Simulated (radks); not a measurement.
Valence configurations of the palladium ion Pd+ (all share [Kr]). Method: Dirac Kohn-Sham, BLYP, spin-unpolarised, spherical densities, point nucleus; open shells are shared between the two j in proportion to 2j + 1; computed with a radial shooting solver on a logarithmic mesh with Libxc functionals. Energies are relative to 4d9; eigenvalues in eV.

valence          E (eV)  e(4d3/2)  e(4d5/2)  e(5p1/2)  e(5p3/2)  e(5s1/2)
4d9               0.000   -14.849   -14.369         -         -         -
4d8.5 5p0.5       4.421   -17.176   -16.675    -7.461    -7.186         -
4d8 5p1           9.616   -19.532   -19.011    -8.236    -7.924         -
4d7 5p2          22.467   -24.304   -23.743    -9.686    -9.296         -
4d8 5s1           4.302   -18.144   -17.629         -         -   -12.531
4d8.5 5s0.5       1.906   -16.459   -15.962         -         -   -11.870
4d6.5 5s0.5 5p2  26.997   -26.116   -25.537   -10.090    -9.671   -16.115
4d7 5s2          10.691   -21.701   -21.148         -         -   -13.859
4d7.5 5s0.5 5p1  12.774   -21.258   -20.720    -8.649    -8.310   -14.072

NIST lists [Kr] 4d9 as the ground configuration; this level of theory agrees among the configurations tried. The energies are those of spherical spin-averaged densities, not of single terms.
